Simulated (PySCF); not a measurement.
Gas-phase reaction: SnF₄ + S₂ + 3 HF → SnH₃F + 2 SF₃

Energies from PySCF, thermal terms from the rigid-rotor harmonic-oscillator model, ideal gas at 1 bar. † marks an energy on the PBE0/def2-TZVP geometry and frequencies; other levels use their own. Open shells (unrestricted): S₂ (multiplicity 3), SF₃ (multiplicity 2); the rest are closed-shell singlets. B3LYP is the form with VWN-RPA correlation. Sn: scalar-relativistic def2 core potential, no spin-orbit coupling. SnH₃F: computed as isolated molecules; such fragments, hydroxides, amides, oligomers or adducts are transient or little studied in the gas.

```csv
level,"ΔH°(298 K), kJ"
B3LYP/def2-TZVP†,(withheld)
HF/def2-TZVP†,800
M06-2X/def2-TZVP†,(withheld)
PBE/def2-SVP,(withheld)
LDA/def2-TZVP†,438
ωB97M-V/def2-TZVP†,616
ωB97X-V/def2-TZVP†,615
```

Q: Fill in the missing entries.

A: 
- B3LYP/def2-TZVP†, ΔH°(298 K), kJ: 620
- M06-2X/def2-TZVP†, ΔH°(298 K), kJ: 712
- PBE/def2-SVP, ΔH°(298 K), kJ: 558
